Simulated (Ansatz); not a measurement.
`BN(C=C)CC`. The species carries charge 0 and has multiplicity 1.

Cartesian coordinates in Å:
```
B 1.702 -0.933 0.809
N 0.516 -0.244 0.534
C -0.683 -0.611 1.148
C -1.875 -0.039 1.001
C 0.481 0.866 -0.411
C -0.043 0.464 -1.778
H 1.671 -1.853 1.571
H 2.711 -0.579 0.274
H -0.565 -1.459 1.814
H -2.717 -0.425 1.560
H -2.060 0.803 0.348
H 1.500 1.245 -0.501
H -0.124 1.672 0.016
H -0.090 1.335 -2.436
H -1.042 0.031 -1.714
H 0.618 -0.274 -2.236
```

What are the harmonic wavenumbers in cm⁻¹ at PBE0-D4/def2-TZVP (Ansatz, finite differences of forces, unscaled)? (Best estimate.)

The calculation gave: 117, 183, 205, 234, 331, 426, 465, 519, 574, 739, 789, 810, 874, 906, 990, 992, 1020, 1054, 1115, 1140, 1215, 1281, 1326, 1351, 1380, 1405, 1422, 1477, 1484, 1494, 1506, 1710, 2584, 2671, 3058, 3062, 3120, 3133, 3149, 3185, 3201, 3273.

Is this a minimum?

Yes, all 42 modes are real.

Give the ideal-gas thermochemistry at 298.15 K and 1 bar (rigid rotor, harmonic oscillator; point group C1, symmetry number 1).

Zero-point energy 364.7 kJ/mol; H(298) − E = 385.9 kJ/mol; entropy 338.6 J/(mol·K), of which translation 164.0, rotation 111.8, vibration 62.9; G(298) − E = 284.9 kJ/mol.

And at 400, 500, 600, 800 and 1000 K?


```
T (K)  H − E (kJ/mol)  S (J/mol/K)  G − E (kJ/mol)
  400           399.7        378.3           248.4
  500           416.6        415.8           208.7
  600           436.2        451.5           165.3
  800           482.0        517.1            68.3
 1000           534.6        575.7           -41.1
```
